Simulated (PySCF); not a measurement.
`[SiH2](C)[Se]C1COC1`, C4H10OSeSi

Cartesian coordinates in Å; atom numbers follow the order of the lines, from 1:
```xyz
17

C     3.4788   -0.2131    0.5051
Si    1.7733   -0.4878   -0.2657
Se    0.3498    0.9894    0.7710
C    -1.3311    0.2715    0.0533
C    -2.5448    1.1991    0.0738
O    -3.3214    0.2042    0.7395
C    -2.1776   -0.6179    0.9642
H     3.5049   -0.5763    1.5286
H     3.7295    0.8443    0.5241
H     4.2470   -0.7346   -0.0557
H     1.7422   -0.1886   -1.7005
H     1.2582   -1.8391   -0.0320
H    -1.1206   -0.1616   -0.9244
H    -2.9657    1.4804   -0.8944
H    -2.4183    2.0923    0.6957
H    -2.3366   -1.6491    0.6399
H    -1.8746   -0.6011    2.0170
```

Method used: GIAO B3LYP/pcSseg-1 magnetisability, rotational g tensor and spin-rotation constants, non-relativistic, gas phase (PySCF). Geometry: GFN2-xTB.

The calculation is non-relativistic, which matters for the atoms heavier than Zn.

(1) What are the magnetisability and the molar susceptibility?

(2) Split it along the inertial axes a, b, c into diamagnetic and paramagnetic parts about the centre of mass, with the quadrupole moment.

(3) And the rotational g tensor?

## Answers

(1) Isotropic -1516 × 10⁻³⁰ J/T², or -91.3 × 10⁻⁶ cm³/mol; principal values -1672, -1539, -1339 × 10⁻³⁰ J/T², anisotropy 291 × 10⁻³⁰ J/T² (root of half the summed squared differences of the principal values). The susceptibility is in cgs units.

(2) 
```tsv
axis	χ (10⁻⁶ cm³/mol)	diamagnetic (10⁻⁶ cm³/mol)	paramagnetic (10⁻⁶ cm³/mol)	summed x² of all electrons (Å²)	quadrupole Θ (D Å)
a	-100.5	-436.5	336.0	379.1	-4.12
b	-86.4	-1766.5	1680.1	65.6	+2.49
c	-87.1	-1886.9	1799.8	37.3	+1.62
```
Anisotropies 2χaa − χbb − χcc = -27.4 and 2χbb − χaa − χcc = +14.8 × 10⁻⁶ cm³/mol. Θ is traceless in Buckingham's convention.

(3) 
| axis | rotational constant (GHz) | g | nuclear part | electronic part |
| --- | --- | --- | --- | --- |
| a | 3.9096 | -0.0235 | 0.5936 | -0.6172 |
| b | 0.7318 | -0.0106 | 0.5671 | -0.5776 |
| c | 0.6729 | -0.0093 | 0.5596 | -0.5690 |

Asymmetric top; isotopes 12C, 1H, 16O, 80Se, 28Si; no vibrational averaging.
